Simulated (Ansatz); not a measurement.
This Ansatz (a quantum-chemistry and plane-wave program) input (PBE/cc-pV(D+d)Z) gives -408.20267 Eh with 105 basis functions. A basis named .json is the Basis Set Exchange file of that set (core-valence sets with the plain set on hydrogen).

Ansatz 0.2 input:
```yaml
crystal:
  periodic: [false, false, false]
  atoms:
    - {symbol: C, position_ang: [-0.11646515, 0.42736770, -0.34810582]}
    - {symbol: C, position_ang: [-0.54347801, -0.45314863, 0.34102036]}
    - {symbol: H, position_ang: [-0.92357782, -1.23251614, 0.95555878]}
    - {symbol: H, position_ang: [0.27109420, 1.20520340, -0.95992606]}
    - {symbol: C, position_ang: [2.62967888, -2.06075091, -1.52020891]}
    - {symbol: Si, position_ang: [3.43678797, -0.41014149, -1.15131632]}
    - {symbol: H, position_ang: [2.69298235, -2.29577220, -2.58426685]}
    - {symbol: H, position_ang: [3.12000129, -2.86406499, -0.96714089]}
    - {symbol: H, position_ang: [1.57717582, -2.03982205, -1.23547895]}
    - {symbol: H, position_ang: [3.37163288, -0.09365930, 0.29498246]}
    - {symbol: H, position_ang: [4.86295970, -0.42177527, -1.56262294]}
    - {symbol: H, position_ang: [2.76100056, 0.68251315, -1.89555784]}
basis:
  gaussian:
    orbitals: cc-pV_D+d_Z.json
hamiltonian:
  xc: {name: PBE}
magnetization: {spin_polarized: false}
```

Change:
```diff
- orbitals: cc-pV_D+d_Z.json
+ orbitals: def2-QZVPPD.json
```

**Question.** What does the run give now?

**Answer.** -408.28089 Eh (PBE/def2-QZVPPD, 529 functions), a change of -78.22 mEh.
